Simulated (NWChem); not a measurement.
MgSiH4O; SMILES [MgH][O][SiH3]

```xyz
7

Mg     0.0073     1.9347     0.0062
H      0.0165     3.6232     0.0132
O     -0.0007     0.1325     0.0001
Si    -0.0003    -1.5032    -0.0006
H     -1.0809    -2.0540    -0.8838
H     -0.2244    -2.0543     1.3767
H      1.3051    -2.0531    -0.4953
```
Atoms are numbered in this order, from 1.

Structure relaxed at the PBE0/def2-SVP level.

 Unshifted, non-relativistic core excitations; the lowest 4 roots alone, so stronger bands may lie above.

**Question.** List the first Si K-edge excitations from BHandHLYP/6-311G** (spherical d), restricted-window TDA (NWChem).

**Answer.** 
| state | energy (eV) | dipole oscillator strength | leading excitation (squared amplitude) |
|---|---|---|---|
| S1 | 1823.3 | 0.0029 | 1s of atom 4 or its equivalents → LUMO (0.59) |
| S2 | 1824.9 | 0.0017 | 1s of atom 4 or its equivalents → LUMO+1 (0.82) |
| S3 | 1824.9 | 0.0016 | 1s of atom 4 or its equivalents → LUMO+2 (0.76) |
| S4 | 1824.9 | 0.0003 | 1s of atom 4 or its equivalents → LUMO+5 (0.46) |
